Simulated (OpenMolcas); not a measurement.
A run on Re4+ among 5 point charges of -2 e arranged as a trigonal bipyramid (D3h), 2.23 Å from the ion, with the axial distance 2.275 Å.
```
   2.2300    0.0000    0.0000  -2.00
  -1.1150    1.9312    0.0000  -2.00
  -1.1150   -1.9312    0.0000  -2.00
   0.0000    0.0000    2.2746  -2.00
   0.0000    0.0000   -2.2746  -2.00
```

```json
{
  "Program": "OpenMolcas 26.06",
  "Method": "CASSCF",
  "Basis": "ANO-RCC-VDZP [7s6p4d2f1g]",
  "Scalar Hamiltonian": "DKH2, point nucleus",
  "Active space": "3 electrons in 5 orbitals (5d)",
  "State averaging": "2S+1 = 4 even, 10 roots; 2S+1 = 2 even, 40 roots",
  "Spin-orbit coupling": "state interaction with AMFI integrals over the reference wave functions"
}
```

68 basis functions. Blocks (2S+1, parity, CSFs, roots kept): 4, even, 10, 10; 2, even, 40, 40.

How long do the RASSCF and RASSI steps take on 1 thread of Intel(R) Xeon(R) Platinum 8488C (Sapphire Rapids), on a shared host?

About 19 s of wall time, without the integral step.
